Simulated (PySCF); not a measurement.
Spectra and structures to be paired. Level of theory: TDDFT B3LYP/def2-SVPD, vertical, gas phase, core orbitals frozen in the response in PySCF. Geometries: GFN2-xTB; one conformer of each isolated species. Triplets are in the Tamm–Dancoff approximation.

A. `NC(=O)[SiH2]O[SiH](O)O`
B. `O[Si@H]([SiH3])C[SiH3]`
C. `[SiH2]1CC[C@H]1[C@H](S)C`

Lowest singlet levels (six at most, fewer where fewer were computed) with oscillator strengths:

1. 193 nm (f 0.007); 188 nm (f 0.017); 180 nm (f 0.052); 176 nm (f 0.013); 168 nm (f 0.017); 162 nm (f 0.027); T1 5.94 eV
2. 235 nm (f 0.006); 222 nm (f 0.029); 209 nm (f 0.028); 203 nm (f 0.002); 194 nm (f 0.018); 192 nm (f 0.022); T1 4.92 eV
3. 253 nm (f 0.002); 204 nm (f 0.000); 189 nm (f 0.022); 184 nm (f 0.016); 180 nm (f 0.010); 179 nm (f 0.006); T1 4.30 eV

Question: Which spectrum belongs to which structure?

Answer: 1 = B, 2 = C, 3 = A.
- A: S1 at 4.90 eV, HOMO→LUMO (98%); S1 has the pattern of n→π* at C=O; HOMO -7.47 and LUMO -1.04 eV.
- B: S1 at 6.44 eV, HOMO→LUMO (92%); Löwdin shares by element: HOMO silicon 39% or more, carbon 23%, oxygen 14% (atoms not listed hold the other 24%); LUMO silicon 41% or more, oxygen 17%, hydrogen 9% or more (atoms not listed hold the other 33%); HOMO -7.94 and LUMO -0.54 eV.
- C: S1 at 5.28 eV, HOMO→LUMO+1 (52%), HOMO→LUMO (34%); Löwdin shares by element: HOMO sulfur 70%, carbon 12% or more, hydrogen 6% or more; LUMO silicon 28%, hydrogen 19% or more, carbon 8% or more (atoms not listed hold the other 44%); HOMO -6.40 and LUMO -0.20 eV.
